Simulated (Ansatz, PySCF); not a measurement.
This Ansatz (a program for electronic structure) input computes a CAM-B3LYP/def2-TZVPD energy:

Ansatz 0.2 input:
```yaml
crystal:
  periodic: [false, false, false]
  atoms:
    - {symbol: In, position_ang: [0.00000000, 0.00000000, 0.00000000]}
    - {symbol: H, position_ang: [-0.00000000, -0.00000000, -1.67028748]}
    - {symbol: H, position_ang: [0.00000000, 0.00000000, 1.67028748]}
basis:
  gaussian:
    orbitals: def2-TZVPD
hamiltonian:
  xc: {name: CAM-B3LYP}
total_charge: 1
output: {forces: true}
```

Write an input for the same energy in PySCF and say what it gives.


```python
from pyscf import gto, scf, dft

mol = gto.M(
    atom='''
    In    0.00000000    0.00000000    0.00000000
    H    -0.00000000   -0.00000000   -1.67028748
    H     0.00000000    0.00000000    1.67028748
    ''',
    basis='def2-tzvpd',
    ecp='def2-tzvp',
    charge=1,
    spin=0,
    verbose=4,
)

mf = dft.RKS(mol, xc='camb3lyp').density_fit(auxbasis='def2-universal-jkfit')
mf.grids.level = 3
mf.conv_tol = 1e-9
mf.max_cycle = 100
mf.max_memory = 1500
mf.kernel()
if not mf.converged:
    mf = mf.newton()
    mf.kernel(mf.make_rdm1())
mf.analyze()
```
It gives -191.00411 Eh, and Ansatz -191.00407 Eh, a difference of 0.04 mEh, from the treatment of integrals and grids.
